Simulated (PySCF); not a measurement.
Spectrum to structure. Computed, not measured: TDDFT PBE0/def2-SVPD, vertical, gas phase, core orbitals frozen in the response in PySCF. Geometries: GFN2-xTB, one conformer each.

```csv
state,E (eV),f
S1,2.97,0.0038
S2,3.89,0.0000
S3,5.34,0.029
S4,5.42,0.042
S5,5.72,0.0003
S6,6.28,0.037
```

**Question.** Which candidate is it? All have the formula C6H9N3.
A. `CCc1cc(C)nnn1`
B. `CCC1=NN=C(C)C=N1`
C. `C=Cn1cc(CC)nn1`
D. `CCc1ncnc(C)n1`

**Answer.** B. Its S1, at 2.97 eV, is the lowest among the candidates; the nearest of the others has S1 at 3.38 eV. S1 is HOMO→LUMO (100%). Löwdin shares by element: HOMO nitrogen 77%, carbon 7% or more (atoms not listed hold the other 16%); LUMO nitrogen 62%, carbon 21% or more (atoms not listed hold the other 18%). At the same level the other candidates give, for their lowest levels:
- `C=Cn1cc(CC)nn1`: 4.95 eV (f 0.003); 5.40 eV (f 0.300); 5.76 eV (f 0.149); 6.75 eV (f 0.000); 6.83 eV (f 0.042); T1 3.68 eV; HOMO -7.23, LUMO -1.22 eV
- `CCc1ncnc(C)n1`: 4.62 eV (f 0.005); 4.64 eV (f 0.000); 4.72 eV (f 0.000); 4.84 eV (f 0.007); 6.18 eV (f 0.005); T1 4.08 eV; HOMO -7.63, LUMO -1.26 eV
- `CCc1cc(C)nnn1`: 3.38 eV (f 0.004); 3.86 eV (f 0.000); 4.15 eV (f 0.000); 4.61 eV (f 0.005); 5.89 eV (f 0.000); T1 2.47 eV; HOMO -6.75, LUMO -1.66 eV

The values belong to the conformer `[CH3:1][CH2:2][c:3]1[n:4][cH:5][c:6]([CH3:7])[n:8][n:9]1`: C1–C2–C3–N4 89°.
Triplets come from the Tamm–Dancoff approximation.
